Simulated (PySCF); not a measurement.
# SbSe2, doublet: data card

These are results of UB3LYP in PySCF with Sb def2-SVP with ECP28, Se def2-SVP; scalar-relativistic core potentials, no spin–orbit coupling; density-fitted integrals, not measurements.

The structure is a minimum.

| Quantity | Value |
| --- | --- |
| Point group | C2v |
| Bond lengths | Sb–Se 2.414 Å (×2) |
| Bond angles | Se–Sb–Se 123.0° |
| Rotational constants | 0.1847, 0.02343, 0.02079 cm⁻¹ |
| Entropy at 298.15 K and 1 bar (electronic part: spin only) | 332.1 J/(mol K) |
| Zero-point energy | 3.5 kJ/mol |
| Highest occupied level (β) | -6.40 eV |
| Dipole moment | 1.35 D |
| Heat capacity Cp at 298.15 K | 56.2 J/(mol K) |
| Rotational symmetry number | 2 |
| Spin squared ⟨S²⟩ | 0.759 |
| Principal quadrupole moments (Buckingham, traceless) about the centre of mass | -4.95, 1.68, 3.27 D Å |
| Atomisation energy without zero-point energy | 525 kJ/mol |
| Principal polarisabilities | 43.8, 62.4, 182.2 bohr³ |
| Enthalpy at 298.15 K above 0 K | 14.50 kJ/mol |
| Lowest empty level (β) | -4.93 eV |

Harmonic modes (masses in u: Sb 120.904, Se 79.917):
```tsv
symmetry	ω (cm⁻¹)	IR (km/mol)	μ (u)
a1	84	0.7	90.67
b2	241	2.1	96.43
a1	254	1.1	86.34
```

In C2v the vibrations span 2a1 + b2. Here b1 is antisymmetric to the molecular plane and b2 lies in it.

Charges (e):
```
 atom  Mulliken  Löwdin  polar tensor  spin (Mulliken)  Mayer order to Sb1
  Sb1      0.41    0.29          0.07             0.08                   –
Se2,3     -0.21   -0.15         -0.04             0.46                1.66
```
Other Mayer orders above 0.3: Se–Se 0.43.

Mulliken populations on Sb1 (electrons outside its core potential): s 3.81, p 8.60, d 10.17.

This need not be the most stable arrangement of these atoms. No spin–orbit coupling is included, which matters more the heavier the element.

The final relaxation and frequency run took of the order of 110 core-seconds on a shared host.
